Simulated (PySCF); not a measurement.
**Electron correlation in K²⁺ (potassium, charge +2)**

[Ne] 3s2 3p5, 2P determinant. Calculation: PySCF 2.14, in Sapporo-DKH3-DZP-2012 (6s5p1d, 26 functions); the spin-free X2C one-electron Hamiltonian (Gaussian nucleus). Frozen: [Ne] 3s2; 5 electrons correlated.

Total MP2 correlation energy: -95.26 mhartree.

Same-spin part -29.06 and opposite-spin part -66.20 mhartree; SCS-MP2 scales them by 1/3 and 6/5 to -89.13 mhartree.

| level | correlation energy (mhartree) |
| --- | --- |
| CCSD | -109.55 |
| (T) | -0.16 |
| CCSD(T) | -109.71 |

Diagnostics: T1 = 0.0025, D1 = 0.0041, largest double amplitude 0.043.

Problem. Is a single reference adequate?

Solution. Yes: T1 lies below 0.03 and no double amplitude reaches 0.07.
